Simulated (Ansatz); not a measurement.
Reaction (cleavage of the Ge–Si bond): `ClB1C[SiH]1[GeH3]` + `BC(=C)O` → `BC(=C)[O][GeH3]` + `ClB1C[SiH2]1`

Computed with Ansatz on PBE0-D4/def2-TZVP structures; ΔE is electronic, products minus reactants. CCSD(T)/CBS adds triple-zeta CCSD(T) − MP2 to the extrapolated MP2 energy (def2 sets, frozen cores). DFT in def2-TZVPP. For Ge outer-core shells are correlated without core-valence functions, which leaves a few kJ/mol of doubt a bond. Scalar relativity is left out up to krypton. One conformer a species, not always the lowest.

Task: Is it downhill or uphill in electronic energy at CCSD(T)/CBS, and by how much? (Best estimate.)

Result: Ansatz gave: Uphill: ΔE = +0.11 eV.

Task: What do these levels give: PBE-D4, r2SCAN-D4, ωB97X-V, PBE, r2SCAN, MP2/def2-TZVPP, CCSD/def2-TZVPP, CCSD(T)/def2-TZVPP, HF/def2-QZVPP, MP2/def2-QZVPP, MP2/CBS(def2), CCSD/CBS(def2)? (Best estimate.)

Result: The calculation gave: PBE-D4 0.26, r2SCAN-D4 0.16, ωB97X-V 0.06, PBE 0.27, r2SCAN 0.16, MP2/def2-TZVPP 0.04, CCSD/def2-TZVPP 0.06, CCSD(T)/def2-TZVPP 0.07, HF/def2-QZVPP -0.09, MP2/def2-QZVPP 0.06, MP2/CBS(def2) 0.08, CCSD/CBS(def2) 0.10 eV.

Largest T1 diagnostic among the species: 0.013.

In def2-TZVPP, CCSD(T) changes the Hartree–Fock value by +0.15 eV (the triples alone add +0.01 eV) and MP2 by +0.12 eV.
